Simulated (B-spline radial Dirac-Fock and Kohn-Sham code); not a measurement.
## Core-level shifts of holmium with charge state

Method: multi-electron Dirac-Fock with separately optimised hole states, Breit and Lamb-shift corrections added in first order. Computed with a radial B-spline solver. Each ion is free and in its tabulated ground configuration. The model has no electron correlation.

Reference: Ho¹¹⁺, [Kr] 4d10 4f8 5s2, with L1 9619.0 eV, M4 1608.7 eV, N1 650.3 eV, N2 565.0 eV, N5 375.8 eV, Kα1 (K-L3) 47545.6 eV, Kβ1 (K-M3) 53871.4 eV, Lα1 (L3-M5) 6718.7 eV. Shifts from it, in eV (a dash: the subshell is empty, belongs to an open shell averaged over j, or its hole state is left out as unreliable):

```
  ion      configuration      L1      M4      N1      N2      N5    Kα1    Kβ1    Lα1
Ho¹²⁺  [Kr] 4d10 4f7 5s2   +34.9   +35.7   +33.0   +32.7   +31.3  -0.83  -1.86  -0.90
Ho¹³⁺  [Kr] 4d10 4f6 5s2   +71.7   +73.3   +67.4   +66.7   +63.8  -1.74  -3.83  -1.83
Ho¹⁴⁺  [Kr] 4d10 4f6 5s1   +98.7   +99.9       –   +92.0   +88.9  -1.09  -2.26  -1.08
Ho¹⁶⁺      [Kr] 4d10 4f5  +167.0  +168.3  +154.5  +154.3  +149.4  -0.90  -2.02  -1.11
Ho¹⁷⁺      [Kr] 4d10 4f4  +209.0  +211.0  +192.5  +192.0  +185.5  -1.90  -3.95  -1.93
Ho¹⁸⁺      [Kr] 4d10 4f3  +252.8  +255.4  +231.7  +230.8  +222.6  -2.97  -5.90  -2.73
Ho¹⁹⁺      [Kr] 4d10 4f2  +298.2  +301.5  +271.9  +270.6  +260.7  -4.12  -7.89  -3.50
Ho²⁰⁺      [Kr] 4d10 4f1  +345.2  +349.1  +313.1  +311.5  +299.9  -5.34  -9.88  -4.21
```

Over this range L1 (2s) moves by +345.2 eV and Kα1 by -5.3 eV: a line is a difference of two levels that shift in the same direction.
